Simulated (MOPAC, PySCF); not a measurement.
H3FSn, SMILES `[F][SnH3]`, neutral singlet in the gas phase. 

Z-matrix (Å, degrees):
```
Sn
F 1 1.9257
H 1 1.7006 2 104.74
H 1 1.7006 3 113.76 2 113.78
H 1 1.7006 3 113.76 4 132.43
```
Charge 0, spin multiplicity 1.

All levels are single points at this geometry (PBE0-D4/def2-TZVP); Pople sets use spherical d functions. Orbital energies aren't observables, and empty levels follow the basis.

B3LYP/6-311+G** (LANL2DZ on Sn) in PySCF gives dipole (D) = 3.38.

Problem. Estimate the dipole (D) from each of these levels: B3LYP-D3(BJ)/def2-TZVP in PySCF; PBE0-D4/def2-TZVP in PySCF; B3LYP/6-31G* (LANL2DZ on Sn) in PySCF; BP86/6-31G* (LANL2DZ on Sn) in PySCF; SVWN5/6-31G* (LANL2DZ on Sn) in PySCF; HF/6-31G* (LANL2DZ on Sn) in PySCF; AM1 in MOPAC; PM6 in MOPAC.

Solution. 
| level | dipole (D) |
|---|---|
| B3LYP-D3(BJ)/def2-TZVP in PySCF | 2.72 |
| PBE0-D4/def2-TZVP in PySCF | 2.73 |
| B3LYP/6-31G* (LANL2DZ on Sn) in PySCF | 2.68 |
| BP86/6-31G* (LANL2DZ on Sn) in PySCF | 2.49 |
| SVWN5/6-31G* (LANL2DZ on Sn) in PySCF | 2.56 |
| HF/6-31G* (LANL2DZ on Sn) in PySCF | 3.18 |
| AM1 in MOPAC | 2.88 |
| PM6 in MOPAC | 3.70 |
